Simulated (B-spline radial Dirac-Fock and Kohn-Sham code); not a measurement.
## X-ray form factors of lanthanum in several charge states

The computed values come from a radial atomic solver: Dirac-Fock densities.

Configurations: La¹¹⁺ [Kr] 4d10; La¹²⁺ [Kr] 4d9; La¹³⁺ [Kr] 4d8. The first column is f₀ of La¹¹⁺, the others are differences from it.

```
s (Å⁻¹)   La¹¹⁺  Δ La¹²⁺  Δ La¹³⁺
      0  46.000   -1.000   -2.000
    0.1  45.119   -0.935   -1.874
    0.2  42.656   -0.762   -1.537
    0.3  39.077   -0.533   -1.088
    0.4  34.982   -0.307   -0.640
    0.5  30.920   -0.128   -0.279
    0.7  24.244   +0.045   +0.081
    0.9  19.959   +0.048   +0.099
    1.1  17.290   +0.009   +0.021
    1.4  14.397   -0.022   -0.045
```
